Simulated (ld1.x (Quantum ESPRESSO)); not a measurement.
**Configuration tests for cerium (Ce) (TM)**

ld1.x (Quantum ESPRESSO) 7.5 input, shortened:

```
&input
   title='Ce', zed=58., rel=1, dft='PZ', iswitch=3,
   config='[Xe] 4f1 5d1 6s1.5 6p0.5'
 /
 &inputp
   pseudotype=2, tm=.true., lloc=0,
   nlcc=.true., rcore=1.05
 /
3
6P  2  1   0.50   0.00  3.25  3.25  0.0
5D  3  2   1.00   0.00  2.15  2.15  0.0
6S  1  0   1.50   0.00  3.55  3.55  0.0
 &test
   configts(1)='5d1 6s1.5 6p0.5'
 /
```

Energies are relative to the spin-unpolarised reference configuration 5d1 6s1.5 6p0.5; without spin polarisation the order of configurations can differ from experiment.

**Question.** Give the all-electron excitation energy and the error of the potential for: 5d1 6s2 6p0; 5d1 6s1 6p0; 5d1 6s0 6p0; 5d1 6s1 6p1; 5d1 6s0 6p1; 5d1 6s1.5 6p0; 5d0 6s2 6p1.

**Answer.**

```tsv
valence configuration	charge	ΔE all-electron (eV)	error AE − PS (meV)
5d1 6s2 6p0	0	-1.250	-0.5
5d1 6s1 6p0	+1	5.020	-3.2
5d1 6s0 6p0	+2	16.366	-46
5d1 6s1 6p1	0	1.283	-0.7
5d1 6s0 6p1	+1	8.174	-6.7
5d1 6s1.5 6p0	+0.5	1.275	-0.5
5d0 6s2 6p1	0	1.123	-81
```

Levels in the configuration 5d1 6s1.5 6p0:

```json
{"level": "5d", "all-electron (eV)": "-5.860", "pseudo (eV)": "-5.859"}
{"level": "6s", "all-electron (eV)": "-6.248", "pseudo (eV)": "-6.248"}
```

Note: ghost state, extra bound levels that the all-electron valence spectrum of the same l lacks: p at -95.3 eV. A true bound ghost makes a file unfit for plane-wave use.
